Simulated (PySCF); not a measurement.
**InC⁻ at ROHF-CCSD**

Computed with ROHF-CCSD; In def2-SVPD with ECP28, C def2-SVPD; scalar-relativistic core potentials (PySCF 2.14).

```
state                          : ³Π (triplet), unpaired electrons σ ↑, π ↑
bond length                    : 2.141 Å
harmonic wavenumber            : 505 cm⁻¹
force constant                 : 1.63 mdyn/Å
rotational constant Be         : 0.3383 cm⁻¹
anharmonicity ωexe             : 5.01 cm⁻¹
vibration–rotation constant αe : 0.00362 cm⁻¹
```

Correlated steps freeze 5 core orbitals. These are scalar-relativistic numbers at best; spin–orbit coupling would shift them, the dissociation energy most. The CCSD T1 diagnostic is raised, a sign that a single reference may not be enough here. The state is the lowest determinant that a PBE0 search found; another state may lie lower at other levels.
